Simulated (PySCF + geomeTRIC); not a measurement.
The multiplicity is imposed and other spin states were not computed.

Species: [Zn(OCH3)(Br)] (charge 0, multiplicity 1).

Q: Give a relaxed geometry from BP86-D3(BJ)/def2-SVP run with PySCF + geomeTRIC.

A: One answer among several that fit: the end point of this relaxation, one of several conformers.
Cartesian coordinates (Å) in one orientation:
```xyz
7

Zn     0.030     0.235    -0.010
O     -1.489    -0.626     0.348
C     -2.688    -0.441    -0.372
H     -3.085     0.604    -0.325
H     -3.470    -1.100     0.071
H     -2.611    -0.716    -1.454
Br     2.033     1.198    -0.264
```
